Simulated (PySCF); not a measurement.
## C₆ coefficients of unlike pairs at UHF

Calculated with PySCF 2.14 from the dipole response of each species, C₆(A,B) = (3/π) ∫ α_A(iu) α_B(iu) du, in atomic units, from isotropic polarisabilities. For ions this is the dispersion term alone; charge-induced terms of lower order in 1/R come first.

```tsv
species	configuration	basis	relativity	α (bohr³)	C₆ (like pair)
I	[Kr] 4d10 5s2 5p5 (2P)	aug-cc-pVTZ-PP with one added diffuse shell each of d, f type with ECP28MDF (6s5p5d3f)	core potential	31.91	339.7
Mg	[Ne] 3s2 (1S)	aug-cc-pVQZ-DK (7s6p4d3f2g)	spin-free X2C	80.96	757.3
Mn⁺	[Ar] 3d5 4s1 (7S)	aug-cc-pVTZ-DK (8s7p5d3f2g)	spin-free X2C	38.77	213.5
O³⁺	[He] 2s2 2p1 (2P)	aug-cc-pVQZ-DK (6s5p4d3f2g)	spin-free X2C	1.414	1.324
```

Task: Estimate C₆ for O³⁺ with Mg.

Result: The integral gives 22.49. The combination rule 2 C_A C_B / (C_A α_B/α_A + C_B α_A/α_B) gives 22.52 and the geometric mean 31.67.

No spin-orbit coupling is included.

The other pairs:

| pair | C₆ |
| --- | --- |
| Mn⁺, I | 252.9 |
| Mg, I | 442.6 |
| O³⁺, I | 20.01 |
| Mn⁺, Mg | 395.7 |
| O³⁺, Mn⁺ | 13.82 |
